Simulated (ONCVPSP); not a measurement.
Sm (Z = 62), ONCV: configuration errors across variants

- Element: samarium
- Generator: ONCVPSP 4.0.1
- Type: optimised norm-conserving Vanderbilt (ONCV)
- Functional: PBE
- Relativity: scalar-relativistic
- Frozen core: [Kr] 4d10 4f5
- Valence charge: 11
- Reference configuration: 5s2 5p6 5d2 6s1
- Partial waves: 5s+6s: rc 2.60 bohr, ncon 4, nbas 7, qcut 6.1 1/bohr, 2 projectors; 5p: rc 2.75 bohr, ncon 4, nbas 8, qcut 5.1 1/bohr, 2 projectors, debl 2.7 Ha; 5d: rc 2.85 bohr, ncon 3, nbas 7, qcut 5.9 1/bohr, 1 projector
- Local potential: polynomial inside 1.85 bohr (lpopt 5, dvloc0 -1 Ha)
- Core correction: none

All-electron excitation energies from the reference (eV): (1) 5s2 5p6 5d1 6s2 -1.448; (2) 5s2 5p6 5d1 6s1 5.006; (3) 5s2 5p6 5d1 6s0 16.776; (4) 5s2 5p6 5d1 6s1 6p1 1.279.

Errors AE − PS in meV (a dash: test not solved or not reliable):

| change | (1) | (2) | (3) | (4) | bound ghosts | GHOST(+) flags above zero |
| --- | --- | --- | --- | --- | --- | --- |
| base | -2.6 | -8.3 | -6.6 | 0.0 | none | s |
| all radii scaled by about 0.82 (s 2.14, p 2.26, d 2.34 bohr); local potential polynomial inside 1.52 bohr (lpopt 5, dvloc0 -1 Ha) | -2.0 | -8.4 | -7.9 | -3.2 | none | s |
| all radii scaled by about 0.92 (s 2.38, p 2.52, d 2.62 bohr); local potential polynomial inside 1.70 bohr (lpopt 5, dvloc0 -1 Ha) | -2.5 | -8.4 | -7.3 | -1.9 | none | s |
| all radii scaled by about 1.11 (s 2.88, p 3.06, d 3.16 bohr); local potential polynomial inside 2.06 bohr (lpopt 5, dvloc0 -1 Ha) | -2.4 | -7.6 | -5.6 | +3.5 | none | none |
| all radii scaled by about 1.29 (s 3.34, p 3.54, d 3.66 bohr); local potential polynomial inside 2.38 bohr (lpopt 5, dvloc0 -1 Ha) | -0.1 | -5.1 | -5.9 | +0.2 | none | none |

Give the same row for: all radii scaled by about 1.21 (s 3.16, p 3.34, d 3.46 bohr); local potential polynomial inside 2.24 bohr (lpopt 5, dvloc0 -1 Ha).

-1.5, -6.7, -6.0, -2.0; bound ghosts: none; GHOST(+) flags above zero: none.
